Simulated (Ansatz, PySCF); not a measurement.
Lewis adduct: BH3 (SMILES B) (first 4 atoms) with H2S (SMILES S); geometry from B3LYP-D3(BJ)/def2-TZVP, rigid monomers moved along the line of their centres of mass till B1···S5 is 2.84 Å.
(charge 0, multiplicity 1):
```xyz
7

B     -0.4494    -0.3252     0.6695
H      0.4057    -0.8871     0.0385
H     -1.2478    -1.0569     1.1911
H     -0.8794     0.6904     0.2021
S      1.0538     0.4717     2.9435
H      0.2253     1.3143     3.5884
H      1.8180     1.4777     2.4783
```

Counterpoise-corrected where a basis set is named; no monomer relaxation. Rows marked so take none.

Frozen-core correlation. CBS(a, b) extrapolates the correlation energy as X⁻³ and adds the Hartree–Fock energy of set b. Rows in 6-31G* carry no dispersion term and start afresh at each structure (6-31G* with six Cartesian d functions). MP2/6-31G* freezes PySCF's default core.

Programs: Ansatz (Gaussian basis) for Hartree–Fock, density functionals and correlated methods; PySCF for 6-31G* rows. 

Give the interaction energy at the level HF/aug-cc-pV(D+d)Z.

-24 kJ/mol

Ansatz is a program for electronic structure.
